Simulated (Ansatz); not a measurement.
`BBCCCl` + CH₄ → `BBC` + `CCCl`  (formal exchange of groups at a B–C bond)

Gas-phase electronic energies from Ansatz, PBE0-D4/def2-TZVP geometries. CCSD(T)/CBS is the MP2 limit (def2-TZVPP, def2-QZVPP) plus CCSD(T) − MP2 in def2-TZVPP, frozen cores. This one scheme is used for every species. Functionals use def2-TZVPP. B3LYP here is the variant with VWN-RPA as its local correlation; programs differ in this. Each species was taken in one conformer, which may not be the lowest.

```
             level  ΔE (kJ/mol)  difference from CCSD(T)/CBS
            PBE-D4          5.1                          1.4
         r2SCAN-D4          4.7                          1.0
           PBE0-D4          3.7                          0.0
          B3LYP-D4          4.1                          0.4
           ωB97X-V          2.7                         -1.0
           ωB97M-V          3.4                         -0.3
               PBE          2.4                         -1.3
            r2SCAN          3.7                          0.0
              PBE0          1.1                         -2.6
             B3LYP         -0.1                         -3.8
     HF/def2-TZVPP         -3.6                         -7.3
    MP2/def2-TZVPP          4.8                          1.1
SCS-MP2/def2-TZVPP          3.0                         -0.7
   CCSD/def2-TZVPP          2.4                         -1.3
SCS-MP2/def2-QZVPP          2.9                         -0.8
      HF/CBS(def2)         -3.7                         -7.4
       CCSD(T)/CBS          3.7                            0
```

Largest T1 diagnostic among the species: 0.011.

The D4 term adds +4.2 kJ/mol with B3LYP and +2.6 kJ/mol with PBE0; it sums over pairs of atoms, weighted by their polarisabilities, and B3LYP, whose exchange is more repulsive, gets the larger term. In def2-TZVPP, CCSD(T) changes the Hartree–Fock value by +7.5 kJ/mol (the triples alone add +1.5 kJ/mol) and MP2 by +8.4 kJ/mol.
